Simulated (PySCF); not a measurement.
# Property card for `O=CC/C(F)=[C]\O[SiH3]` [radical]

Compound: C₄H₆FO₂Si (doublet state).
Numbering: `[O:1]=[CH:2][CH2:3]/[C:4]([F:5])=[C:6]\[O:7][SiH3:8]` (hydrogens: H9 on C2; H10, H11 on C3; H12, H13, H14 on Si8)

From GFN2-xTB geometry:

```yaml
Point_group_of_the_GFN2-xTB_geometry: C1
Rotational_constants_A_B_C_of_the_GFN2-xTB_geometry: 2.435, 0.913, 0.721 GHz
```

**UKS B3LYP, pcH-1 on C F H O Si, non-relativistic, mean-field spin-orbit, GIAO (PySCF)**

```yaml
Isotropic_g_value: 2.00252
Principal_g_values: 2.00184, 2.00258, 2.00312
Spin_squared_⟨S²⟩: 0.758
Largest_Mulliken_spin_population: 0.89 on C6
Largest_isotropic_hyperfine_couplings_means_over_sets_of_like_nuclei: 13C +373.5 (C6), 19F +104.8 (F5), 17O -63.7 (O7), 13C +32.0 (C3), 13C +19.0 (C4) MHz
```

Monoisotopic mass from the formula: 133.0121 u.

⟨S²⟩ is 0.008 above the pure-spin value S(S + 1) = 0.75. With B = h/(8π²I), that is 505.379 GHz u Å² over I, the principal moments of inertia are 207.5, 553.2 and 700.8 u Å² (most abundant isotopes); the inertial defect Ic − Ia − Ib is -59.9 u Å² (zero for a rigid planar frame, negative otherwise). The rotational constants make it an asymmetric top with κ = (2B − A − C)/(A − C) = -0.78, nearer the prolate limit (−1). g_iso is shifted by about +200 ppm from the free-electron value 2.002319; the principal values span 0.0013. At 9.50 GHz, hν = g·μB·B₀ (B₀ the magnetic field) puts the centre of the isotropic spectrum, to first order, at 339.0 mT.

Geometry: GFN2-xTB, one conformer, isolated molecule. Hyperfine couplings depend on the geometry, which wasn't re-optimised at a DFT level. Couplings of like nuclei are plain means over topologically equivalent atoms, as if these changed places fast (by rotation of a methyl-like group, say); in this geometry the members of some sets differ.

For the EPR job (B3LYP), the run took 86 s of wall time (with the writing of density and orbital grids) on one thread, Arm Neoverse V2 (aarch64), shared host with 64 logical CPUs at a one-minute load of 40, and the process peaked at 0.97 GiB of memory.

Conformer computed: `[O:1]=[CH:2][CH2:3]/[C:4]([F:5])=[C:6]\[O:7][SiH3:8]`: O1–C2–C3–C4 112°, C2–C3–C4–F5 73°, C4–C6–O7–Si8 -75°.
